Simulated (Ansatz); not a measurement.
Consider the ligand exchange at the Si–S bond: `CS[SiH2]O[SiH3]` + H₂S → `[SiH3]O[SiH2]S` + CH₃SH.

Computed with Ansatz on PBE0-D4/def2-TZVP structures; ΔE is electronic, products minus reactants. CCSD(T)/CBS adds triple-zeta CCSD(T) − MP2 to the extrapolated MP2 energy (def2 sets, frozen cores). This one scheme is used for every species. DFT in def2-TZVPP. B3LYP here is the variant with VWN-RPA as its local correlation; programs differ in this. One conformer a species, not always the lowest.

(1) Is it downhill or uphill in electronic energy at CCSD(T)/CBS, and by how much? (Best estimate.)

(2) What do these levels give: r2SCAN-D4, PBE0-D4, B3LYP-D4, PBE0, MP2/def2-TZVPP, SCS-MP2/def2-QZVPP? (An estimate is asked.)

Largest T1 diagnostic among the species: 0.011.

Answers

(1) The calculation gave: Nearly level: ΔE = +0.02 eV.

(2) Computed: r2SCAN-D4 0.01, PBE0-D4 0.02, B3LYP-D4 0.03, PBE0 -0.02, MP2/def2-TZVPP 0.02, SCS-MP2/def2-QZVPP 0.01 eV.

The D4 term adds +0.07 eV with B3LYP and +0.04 eV with PBE0; it sums over pairs of atoms, weighted by their polarisabilities, and B3LYP, whose exchange is more repulsive, gets the larger term. In def2-TZVPP, CCSD(T) changes the Hartree–Fock value by +0.08 eV (the triples alone add +0.02 eV) and MP2 by +0.09 eV.
